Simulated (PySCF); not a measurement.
How the method changes the constants of SnTe⁺

State: ²Π (doublet), unpaired electrons π ↑. Set-up: PySCF, scalar-relativistic core potentials, basis sets Sn def2-SVP with ECP28, Te def2-SVP with ECP28. De refers to Sn⁺ + Te in their high-spin ground configurations, without counterpoise correction. The functionals are run spin-unrestricted. A positive dipole points towards Te; it is taken about the centre of mass and depends on that origin. Levels whose curve was spin-contaminated or gave no clean fit are not listed.

```csv
Level,Re (Å),ωe (cm⁻¹),De (eV),μ (D)
PBE,2.728,204,3.17,-2.94
PW91,2.725,204,3.21,-2.89
BLYP,2.759,195,3.06,-2.97
r²SCAN,2.704,211,2.97,-3.03
PBE0,2.694,216,2.87,-3.20
M06,2.715,212,3.26,-3.09
LC-ωPBE,2.646,233,2.42,-3.47
```

The bond length runs from 2.646 Å (LC-ωPBE) to 2.759 Å (BLYP). De spans 2.42 eV (LC-ωPBE, range-separated hybrid) to 3.26 eV (M06, hybrid meta-GGA).

Spin–orbit coupling is left out, which matters for elements this heavy, above all for dissociation energies. For an ion De counts to the pair picked by the measured ionisation energies or electron affinities, which need not be the lowest pair at this level. The state is the lowest determinant that a PBE0 search found; another state may lie lower at other levels.

The whole job (state search and all levels along the bond) took about 2.2 min on 1 thread of Arm Neoverse V2 (shared host), peak memory 0.66 GiB.
